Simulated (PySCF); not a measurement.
Ga(F)(SiH3)2 (FGaH₆Si₂), SMILES [Ga]([F])([SiH3])[SiH3]. Atoms are numbered in the order given.

```xyz
10

Ga    -0.1860    -0.1215     0.0165
F     -1.6834    -1.0915     0.1485
Si    -0.5031     1.8790    -1.3206
H      0.7719     2.2573    -2.0287
H     -0.8775     3.0179    -0.4053
H     -1.5977     1.6991    -2.3367
Si     1.6716    -1.1202     1.2173
H      2.5609    -0.0535     1.8020
H      2.4983    -1.9262     0.2467
H      1.1998    -2.0290     2.3190
```
Charge 0, spin multiplicity 1.

Coordinates come from a PBE-D3(BJ)/def2-SVP optimisation. The structure was generated by enumeration; whether it is a known compound was not checked.

These are TDA-PBE/def2-SVPD (PySCF) values and carry that method's errors.

Vertical excitations. Isolated molecule, no solvent.

```csv
state,energy (eV),λ (nm),f,main pairs
S1,3.73,332,0.000,HOMO→LUMO 99 %
S2,5.28,235,0.003,"HOMO→LUMO+1 68 %, HOMO→LUMO+2 28 %"
S3,5.59,222,0.017,HOMO−1→LUMO 83 %
S4,5.65,220,0.001,HOMO−2→LUMO 99 %
S5,5.76,215,0.245,"HOMO→LUMO+2 42 %, HOMO−4→LUMO 35 %, HOMO→LUMO+1 12 %"
S6,5.95,208,0.141,"HOMO−4→LUMO 41 %, HOMO→LUMO+3 41 %, HOMO→LUMO+2 7 %"
S7,5.95,208,0.008,"HOMO−3→LUMO 55 %, HOMO−6→LUMO 37 %"
S8,6.00,206,0.001,"HOMO−6→LUMO 61 %, HOMO−3→LUMO 31 %"
S9,6.02,206,0.014,"HOMO−5→LUMO 76 %, HOMO→LUMO+4 14 %"
S10,6.38,194,0.001,HOMO−7→LUMO 80 %
T1,3.21,387,0,HOMO→LUMO 100 %
T2,4.74,262,0,"HOMO→LUMO+1 62 %, HOMO→LUMO+2 37 %"
T3,4.79,259,0,"HOMO→LUMO+2 62 %, HOMO→LUMO+1 37 %"
T4,5.01,248,0,HOMO−1→LUMO 93 %
```
Triplets are in the Tamm–Dancoff approximation.
